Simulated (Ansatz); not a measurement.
Reaction (redistribution): `[NH2][SnH2][Cl]` + `C#CO[SiH2]F` → `C#C[O][SnH2][NH2]` + `F[SiH2]Cl`

Calculated with Ansatz (gas phase, PBE0-D4/def2-TZVP geometries, no zero-point term in ΔE). CCSD(T)/CBS is the MP2 limit (def2-TZVPP, def2-QZVPP) plus CCSD(T) − MP2 in def2-TZVPP, frozen cores. This one scheme is used for every species. DFT in def2-TZVPP. def2 core potentials past Kr. For Sn outer-core shells are correlated without core-valence functions, which leaves a few kJ/mol of doubt a bond. One conformer a species, not always the lowest.

| species | r2SCAN-D4 energy (Eh) |
| --- | --- |
| `[NH2][SnH2][Cl]` | -731.75763 |
| `C#CO[SiH2]F` | -542.55548 |
| `C#C[O][SnH2][NH2]` | -423.47750 |
| `F[SiH2]Cl` | -850.82153 |

Task: Work out ΔE.

Result: ΔE = (-423.47750) + (-850.82153) − (-731.75763) − (-542.55548) = 0.01408 Eh = +37.0 kJ/mol. CCSD(T)/CBS gives +41.3 kJ/mol.

Largest T1 diagnostic among the species: 0.014.

In def2-TZVPP, CCSD(T) changes the Hartree–Fock value by −18.8 kJ/mol (the triples alone add −4.1 kJ/mol) and MP2 by −20.7 kJ/mol. From PBE to PBE0 (25 % exact exchange), in def2-TZVPP and without D4, ΔE moves by +6.8 kJ/mol.
